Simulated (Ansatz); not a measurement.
Ansatz (a program for electronic structure) input (CCSD(T)/def2-SVPD):

Ansatz 0.2 input:
```yaml
crystal:
  periodic: [false, false, false]
  atoms:
    - {symbol: Zr, position_ang: [-0.12901265, -0.34696664, -0.23068735]}
    - {symbol: Cl, position_ang: [2.12053874, -0.09767538, -0.39218908]}
    - {symbol: Cl, position_ang: [-0.68304698, -0.61470228, 1.95336255]}
    - {symbol: Cl, position_ang: [-1.13393259, 1.52876977, -1.01837969]}
basis:
  gaussian:
    orbitals: def2-SVPD
total_charge: 1
magnetization: {spin_polarized: false}
correlation: {method: ccsd_t, electrons: outside_noble_gas}
output: {forces: true}
```

End of the output:

```
integrals: 0.18 GiB planned
1054 factors; integrals over basis functions are off by at most 8.5e-4 eV
mean field: 0.54 GiB planned
mean field evaluation 1: about -38758.9425 eV, gradient 4.0e1 eV
mean field evaluation 2: about -38759.0437 eV, gradient 4.0e1 eV
mean field evaluation 4: about -38764.0573 eV, gradient 2.7e0 eV
mean field evaluation 8: about -38764.1150 eV, gradient 2.5e-1 eV
mean field evaluation 16: about -38758.9425 eV, gradient 4.0e1 eV
mean field -38764.11566828 eV, -1424.5549755480 hartree, gradient 2.2e-6 eV, S^2 0.000000; 0 other end points of the search recorded, 0 dependent functions left out
19 core orbitals not correlated
reference -38764.11566828 eV, -1424.5549755480 hartree; 12, 12 occupied and 84, 84 virtual orbitals, 1054 factors
densities: 0.74 GiB planned
second order -14.25782314 eV of doubles, -0.00000000 eV of singles
coupled cluster: 0.47 GiB planned
cycle   1  -14.42726775 eV  change   -1.7e-1 eV  update   1.5e-1
cycle   2  -14.82106456 eV  change   -3.9e-1 eV  update   6.4e-2
cycle   3  -14.92607935 eV  change   -1.1e-1 eV  update   2.7e-2
cycle   4  -14.91860029 eV  change    7.5e-3 eV  update   6.3e-3
cycle   5  -14.91498142 eV  change    3.6e-3 eV  update   2.4e-3
cycle   6  -14.91497534 eV  change    6.1e-6 eV  update   8.7e-4
cycle   7  -14.91518732 eV  change   -2.1e-4 eV  update   3.3e-4
cycle   8  -14.91531541 eV  change   -1.3e-4 eV  update   1.1e-4
cycle   9  -14.91534259 eV  change   -2.7e-5 eV  update   4.5e-5
cycle  10  -14.91532026 eV  change    2.2e-5 eV  update   1.7e-5
cycle  11  -14.91532178 eV  change   -1.5e-6 eV  update   6.6e-6
cycle  12  -14.91532669 eV  change   -4.9e-6 eV  update   2.0e-6
perturbative correction -0.66497654 eV, -0.0244374370 hartree
the calculation of the forces begins
Total energy: -38779.69597151 eV, -1425.1275411309 hartree
Atom 0 at    -0.129013    -0.346967    -0.230687 Å, force    -0.109277    -0.293888    -0.195397 eV/Å
Atom 1 at     2.120539    -0.097675    -0.392189 Å, force     0.456585     0.021018    -0.054115 eV/Å
Atom 2 at    -0.683047    -0.614702     1.953363 Å, force    -0.126747    -0.086558     0.433916 eV/Å
Atom 3 at    -1.133933     1.528770    -1.018380 Å, force    -0.220562     0.359427    -0.184404 eV/Å
Dipole moment:    -0.273222    -0.734804    -0.488549 e Å
```

The spin state was set by rule; other spins were not relaxed.
